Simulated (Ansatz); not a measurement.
Cartesian coordinates (Å):
```xyz
34

C      2.2285     0.4534     0.4534
C      1.3453     1.3453     1.3453
C      0.4534     0.4534     2.2285
C     -0.4348    -0.4347     1.3416
C      0.4348    -1.3416     0.4348
C     -0.4534    -2.2285    -0.4534
C     -1.3453    -1.3453    -1.3453
C     -0.4534    -0.4534    -2.2285
C      0.4348     0.4348    -1.3416
C      1.3416    -0.4348    -0.4348
C     -0.4348     1.3416    -0.4348
C      0.4534     2.2285     0.4534
C     -1.3416     0.4348     0.4348
C     -2.2285    -0.4534    -0.4534
H      2.8907    -0.1805     1.0824
H      2.8907     1.0825    -0.1805
H      1.9867     1.9867     1.9866
H     -0.1805     1.0825     2.8906
H      1.0824    -0.1803     2.8908
H     -1.0783    -1.0782     1.9822
H      1.0783    -1.9821     1.0783
H      0.1805    -2.8906    -1.0825
H     -1.0824    -2.8908     0.1804
H     -1.9867    -1.9866    -1.9866
H      0.1805    -1.0825    -2.8906
H     -1.0824     0.1804    -2.8908
H      1.0783     1.0783    -1.9822
H      1.9822    -1.0783    -1.0783
H     -1.0783     1.9822    -1.0783
H     -0.1805     2.8907     1.0825
H      1.0824     2.8908    -0.1804
H     -1.9822     1.0783     1.0783
H     -2.8907     0.1805    -1.0824
H     -2.8907    -1.0824     0.1805
```
Charge 0, spin multiplicity 1.

Give the vertical ionisation energy (Delta-SCF), HOMO, HOMO–LUMO gap, total energy and LUMO at the level Ansatz (a quantum-chemistry and plane-wave program) with PBE-D3(BJ)/def2-SVP.


* **vertical ionisation energy (Delta-SCF)**: 8.44 eV
* **HOMO**: -6.18 eV
* **HOMO–LUMO gap**: 6.58 eV
* **total energy**: -544.5037 Ha
* **LUMO**: 0.40 eV
